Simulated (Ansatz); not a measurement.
Single points on the cluster AlNi₂⁻.

```yaml
crystal:
  periodic: [false, false, false]
  atoms:
    - {symbol: Ni, position_ang: [-0.575794, 0.730938, 0.906483]}
    - {symbol: Ni, position_ang: [1.124070, 0.430978, -0.490117]}
    - {symbol: Al, position_ang: [-0.548275, -1.161916, -0.416356]}
basis:
  gaussian: {orbitals: def2-TZVPD, initial_orbitals: start.molden}
total_charge: -1
magnetization: {spin_polarized: true, initial_magnetization: 0}
hamiltonian: {xc: pbe, dispersion: d4}
scf: {omitted_lower_state_checks: [starts]}
output: {orbitals: {seedname: orbitals}}
```

The file start.molden holds the orbitals of an earlier run on this structure, at another level or in another basis.

```sh
$ ansatz run in.yaml --threads 4 --pin off --events-out ev --progress --plain --max-ram 3916MiB
```

It prints (some lines left out):

```
Functional definition: PBE
1188 factors; their error is unknown
mean field evaluation 1: about -88668.8968 eV, gradient 8.9e0 eV
mean field evaluation 2: about -88669.4995 eV, gradient 1.6e0 eV
mean field evaluation 4: about -88669.9994 eV, gradient 6.6e-1 eV
mean field evaluation 8: about -88670.0099 eV, gradient 1.8e-3 eV
mean field evaluation 16: about -88670.1095 eV, gradient 1.2e-1 eV
mean field -88670.11003486 eV, -3258.5664410220 hartree, gradient 1.5e-6 eV, S^2 0.702536; 0 other end points of the search recorded, 0 dependent functions left out
reference -88670.11006586 eV, -3258.5664421610 hartree; 35, 35 occupied and 104, 104 virtual orbitals, 1188 factors
Total energy: -88670.21134558 eV, -3258.5701641222 hartree
Checks for a lower state left out: starts
```

Run time 7.5 s (4 threads of Arm Neoverse V2 on a shared host).

As the first input, with `hamiltonian: {xc: r2scan, dispersion: d4}` (abridged; 33 s):

```
Functional definition: r2SCAN
mean field evaluation 16: about -88683.9451 eV, gradient 6.0e-1 eV
mean field evaluation 32: about -88683.9496 eV, gradient 2.6e-4 eV
mean field -88683.94964225 eV, -3259.0750372128 hartree, gradient 3.0e-6 eV, S^2 0.966692; 1 other end points of the search recorded, 0 dependent functions left out
Total energy: -88683.96685906 eV, -3259.0756699186 hartree
Checks for a lower state left out: starts
```

As the first input, with `hamiltonian: {xc: pbe0, dispersion: d4}` and without the key `scf` (abridged; 3.8 min):

```
Functional definition: PBE0
mean field evaluation 16: about -88668.5733 eV, gradient 1.9e-1 eV
mean field evaluation 32: about -88668.5737 eV, gradient 8.2e-5 eV
mean field evaluation 64: about -88667.6833 eV, gradient 1.7e-2 eV
mean field evaluation 96: about -88667.7436 eV, gradient 1.5e0 eV
mean field evaluation 128: about -88668.5733 eV, gradient 2.2e-3 eV
mean field evaluation 160: about -88668.0777 eV, gradient 2.5e-1 eV
mean field evaluation 192: about -88668.5713 eV, gradient 2.5e-1 eV
mean field evaluation 224: about -88644.4843 eV, gradient 3.5e1 eV
mean field evaluation 256: about -88668.5016 eV, gradient 3.1e-2 eV
mean field evaluation 288: about -88668.5018 eV, gradient 1.3e-5 eV
mean field evaluation 320: about -88668.5735 eV, gradient 1.6e-1 eV
mean field evaluation 352: about -88668.5142 eV, gradient 2.9e-2 eV
mean field evaluation 384: about -88668.3404 eV, gradient 8.1e-1 eV
mean field evaluation 416: about -88668.5018 eV, gradient 3.1e-3 eV
mean field evaluation 448: about -88668.5018 eV, gradient 6.2e-3 eV
mean field evaluation 480: about -88668.5737 eV, gradient 7.9e-6 eV
mean field -88668.57367085 eV, -3258.5099806858 hartree, gradient 2.8e-6 eV, S^2 1.038165; 17 other end points of the search recorded, 0 dependent functions left out
Total energy: -88668.65890785 eV, -3258.5131130878 hartree
```

Geometry: PBE-D4/def2-TZVPD, that of the charge -1 singlet.

At PBE-D4/def2-TZVPD, r2SCAN-D4/def2-TZVPD, PBE0-D4/def2-TZVPD the unrestricted singlet has broken spin symmetry (⟨S²⟩ up to 1.04). At PBE-D4/def2-TZVPD, r2SCAN-D4/def2-TZVPD, PBE0-D4/def2-TZVPD the highest occupied level of the charge -1 singlet lies above zero (up to 0.75 eV). Its loss leaves the charge 0 doublet, which lies 1.47 eV higher (vertical, at PBE-D4/def2-TZVPD), but this difference is unsure: the doublet is doubtful (geometry relaxed on an unsound state). At PBE0-D4/def2-TZVPD a triplet of charge -1 lies 0.11 eV below the unrestricted singlet, which stands at the restricted singlet's geometry. The structure comes from a short search, and lower isomers may exist.
